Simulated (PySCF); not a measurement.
## C6H18Si2: full NMR table

| Item | Value |
| --- | --- |
| Formula | C6H18Si2 |
| SMILES | C[Si](C)(C)[Si](C)(C)C |
| InChI | InChI=1S/C6H18Si2/c1-7(2,3)8(4,5)6/h1-6H3 |
| Point group of the computed structure | D3d |
| Degrees of unsaturation | 0 |
| Carbon signals | 1 |
| Proton signals | 1 |

Structure with atom numbers: `[CH3:1][Si:2]([CH3:3])([CH3:4])[Si:5]([CH3:6])([CH3:7])[CH3:8]`; H(Xn) means a hydrogen on atom n.

In vacuum, single conformer, equivalent nuclei averaged, non-relativistic. NMR shieldings at PBE0/pcSseg-1/GIAO; geometry from GFN2-xTB; PySCF.

Referencing at the same level of theory: 1H and 13C and 29Si vs TMS.

| carbon | δC, type | δH (multiplicity) | HMBC from (2–3 bonds) | span of the C tensor (ppm) |
| --- | --- | --- | --- | --- |
| C1/C3/C4/C6/C7/C8 | -1.7, CH3 | 0.04 (s) | H(C1)/H(C3)/H(C4)/H(C6)/H(C7)/H(C8) | 7 |

Other nuclei:
```tsv
atoms	nucleus	environment	δ (ppm)	σ (ppm)
Si2/Si5	29Si	silicon bonded to 3 C, Si	-21.3	370.5
```

Carbon types of the structure: 6 × CH3, which accounts for all hydrogens. δC -1.7: methyl carbon bonded to Si; an electropositive neighbour leaves it electron-rich and shielded. δH 0.04: hydrogen on a methyl carbon bonded to Si; an electropositive neighbour shields it, as in TMS itself.

Shifts are as computed. Against solution values, carbons near 30 ppm lie about +3 ppm off and those near 130 ppm about +5 ppm. Of 1211 compounds with measured shifts, 218 miss one by over three times the rms of a fit or turn the order of signals round; such compounds aren't used in these exercises.
